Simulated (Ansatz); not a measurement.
Relaxation of CH$_{2}$BSe (5 atoms, charge 1, multiplicity 1), to a largest force component of 0.02 eV/Å in at most 50 steps.

These are results of Ansatz, RKS PBE-D4/def2-SVP, not measurements.

```xyz
5
Properties=species:S:1:pos:R:3
C -0.284 0.531 -0.312
B 0.323 -0.590 0.354
Se 1.045 -1.950 1.150
H -0.073 1.571 -0.078
H 0.810 0.469 0.454
```

Q: Where does it end, and by what steps?

A: The run converged. Limits of this set-up: the dipole of an ion depends on the origin. After 9 steps the energy has fallen by 2.959 eV; H5 moved furthest, 1.01 Å. Parted: B2–H5.

| step | energy less start (eV) | largest force component (eV/Å) | accepted |
| --- | --- | --- | --- |
| 0 | 0.0000 | 2.858 | yes |
| 1 | -0.6421 | 1.965 | yes |
| 2 | -1.2553 | 1.878 | yes |
| 3 | -1.9574 | 2.467 | yes |
| 4 | -2.4828 | 1.361 | yes |
| 5 | -2.7261 | 0.904 | yes |
| 6 | -2.8865 | 0.479 | yes |
| 7 | -2.9567 | 0.271 | yes |
| 8 | -2.9590 | 0.054 | yes |
| 9 | -2.9590 | 0.003 | yes |

```xyz
5
Properties=species:S:1:pos:R:3
C 0.304 0.694 0.154
B 0.430 -0.741 0.486
Se 0.580 -2.459 0.885
H -0.557 1.095 -0.419
H 1.065 1.441 0.461
```

Whether the end is a true minimum wasn't checked by a vibrational analysis.

The run took 29 s on 1 thread of Arm Neoverse N1, on a shared host, peak memory 0.13 GiB.
